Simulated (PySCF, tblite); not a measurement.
**Isomers of C20H12**

All values: TDDFT CAM-B3LYP/6-31G*, gas phase, PySCF SCF with an in-house response code, fitting set def2-universal-JFIT up to Ne and JKFIT beyond, grid level 1 (kernel 0), vertical, one conformer each, geometries GFN2-xTB; core orbitals frozen in the response, virtual orbitals above 1.5 Eh left out. The lowest 6 to 8 singlets were sought, and the brightest is taken among them. The runs took 2 to 3 CPU minutes each on shared server CPUs. Energies are electronic, without zero-point or thermal terms, against the lowest isomer listed.

**Question.** Rank these isomers by DFT energy, most stable first.
A. c1ccc2c3c(ccc2c1)=c1c=3ccc2ccccc12
B. c1cc2cccc3c4cccc5cccc(c(c1)c23)c54
C. C1=Cc2c3c1cccc3cc1ccc3ccccc3c21

**Answer.** B (0.0 kcal/mol), C (23.6 kcal/mol), A (62.0 kcal/mol).

**Question.** Give energies, gaps and lowest singlets for all.

**Answer.** 
| isomer | DFT energy / kcal/mol | GFN2-xTB energy / kcal/mol | HOMO-LUMO gap / eV | S1 / eV | f(S1) |
| --- | --- | --- | --- | --- | --- |
| C1=Cc2c3c1cccc3cc1ccc3ccccc3c21 | 23.6 | 22.1 | 5.48 | 2.91 | 0.016 |
| c1cc2cccc3c4cccc5cccc(c(c1)c23)c54 | 0.0 | 0.0 | 5.22 | 3.21 | 0.449 |
| c1ccc2c3c(ccc2c1)=c1c=3ccc2ccccc12 | 62.0 | 57.6 | 5.14 | 2.48 | 0.000 |
